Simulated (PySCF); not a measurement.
CH₅BO₃.
SMILES: `C(O)B(O)O`

Torsions of this conformer, `[OH:1][CH2:2][B:3]([OH:4])[OH:5]`: O1–C2–B3–O4 -171°, H–O1–C2–B3 81°, H–O4–B3–C2 2°, H–O5–B3–C2 2°.

The closed-shell ground state was solved at several levels (PySCF, density fitting, gas phase, non-relativistic). One conformer (not necessarily the lowest) at the PBE0-D3(BJ)/def2-SVP geometry, without solvent, vibrations or thermal averaging.

```json
{"level": "B3LYP/pcJ-1", "basis functions": "185", "total energy (Eh)": "-291.7582", "HOMO (eV)": "-7.60", "LUMO (eV)": "0.49", "gap (eV)": "8.09", "dipole (D)": "3.11"}
{"level": "B3LYP/6-31G*", "basis functions": "80", "total energy (Eh)": "-291.7152", "HOMO (eV)": "-7.22", "LUMO (eV)": "1.33", "gap (eV)": "8.55", "dipole (D)": "2.93"}
{"level": "PBE0/pcSseg-1", "basis functions": "110", "total energy (Eh)": "-291.3894", "HOMO (eV)": "-7.86", "LUMO (eV)": "0.84", "gap (eV)": "8.70", "dipole (D)": "3.06"}
{"level": "PBE0/pcSseg-2", "basis functions": "250", "total energy (Eh)": "-291.5441", "HOMO (eV)": "-7.93", "LUMO (eV)": "0.07", "gap (eV)": "8.00", "dipole (D)": "2.94"}
```

(1) What might CAM-B3LYP/def2-SVPD (149 basis functions) give for the same quantities?

(2) Over all these levels, which gives the widest orbital gap and which the narrowest?

(3) How far do the dipole and the HOMO energy spread over the levels?

## Answers

(1) Total energy -291.4420 Eh, HOMO -9.53 eV, LUMO 0.42 eV, gap 9.95 eV, dipole 3.00 D.

(2) CAM-B3LYP/def2-SVPD (range-separated hybrid) has the widest, 9.95 eV, and PBE0/pcSseg-2 (global hybrid, 25 % exact exchange) the narrowest, 8.00 eV. Functional and basis both differ between the two, so the spread mixes both effects.

(3) The dipole runs from 2.93 to 3.11 D (mean 3.01 D) and the HOMO from -9.53 to -7.22 eV.
